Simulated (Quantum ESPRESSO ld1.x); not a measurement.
The numbers below are computed, except where a source is named.
Isoelectronic series with 13 electrons, each ion in its NIST ground configuration. Code: ld1.x of Quantum ESPRESSO 7.5. Model: scalar-relativistic Kohn-Sham, LDA (Slater exchange, VWN5 correlation), spin-polarised, spherical densities, point nucleus; open shells are filled with parallel spins first. Total energies (hartree) and orbital eigenvalues (hartree):

ion	configuration	E (hartree)	3p up	3s down	3s up
Al	[Ne] 3s2 3p1	-241.7760	-0.11096	-0.27281	-0.29712
Si+	[Ne] 3s2 3p1	-288.5470	-0.44578	-0.68171	-0.71707
P2+	[Ne] 3s2 3p1	-339.7361	-0.91495	-1.22474	-1.26958
S3+	[Ne] 3s2 3p1	-395.3369	-1.50797	-1.89154	-1.94517
Cl4+	[Ne] 3s2 3p1	-455.3502	-2.22029	-2.67781	-2.73986
Ar5+	[Ne] 3s2 3p1	-519.7807	-3.04949	-3.58137	-3.65161
K6+	[Ne] 3s2 3p1	-588.6351	-3.99416	-4.60100	-4.67928
Ca7+	[Ne] 3s2 3p1	-661.9219	-5.05341	-5.73603	-5.82225
Sc8+	[Ne] 3s2 3p1	-739.6508	-6.22669	-6.98608	-7.08016
